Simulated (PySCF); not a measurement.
The same groups moved round the core (propene hydroxy+silyl). Isolated molecules, 0 K electronic values unless said otherwise. One relaxed conformer stands for each flexible species; it need not be the lowest. Strings in code marks are SMILES.

These are ωB97X-D3(BJ)/def2-TZVP // PBE0-D3(BJ)/def2-TZVP (PySCF) values and carry that method's errors. All candidates: neutral, multiplicity 1. Delta-SCF ions had no search for a lower state. Excitations are Tamm–Dancoff values on a coarser integration grid. The basis has no diffuse functions, so Rydberg states are missing or too high.

```json
{
  "vertical ionisation energy (Delta-SCF)": "10.04 eV",
  "S1 excitation (TDA)": "6.69 eV",
  "HOMO–LUMO gap": "11.74 eV"
}
```

### Question
Which member has these values?
(A) `C/C(O)=C/[SiH3]` (C–C–O–H torsion 180°)
(B) `O/C=C/C[SiH3]` (H–O–C–C torsion -1°, C–C–C–Si torsion -111°)
(C) `OC/C=C/[SiH3]` (H–O–C–C torsion 58°, O–C–C–C torsion -126°)
(D) `C/C=C(\O)[SiH3]` (Si–C–O–H torsion 180°)

### Answer
C, `OC/C=C/[SiH3]` (H–O–C–C torsion 58°, O–C–C–C torsion -126°). The others give `C/C=C(\O)[SiH3]` (Si–C–O–H torsion 180°): 8.80 eV, 6.44 eV, 11.42 eV; `C/C(O)=C/[SiH3]` (C–C–O–H torsion 180°): 8.84 eV, 6.65 eV, 11.26 eV; `O/C=C/C[SiH3]` (H–O–C–C torsion -1°, C–C–C–Si torsion -111°): 8.57 eV, 6.43 eV, 11.25 eV
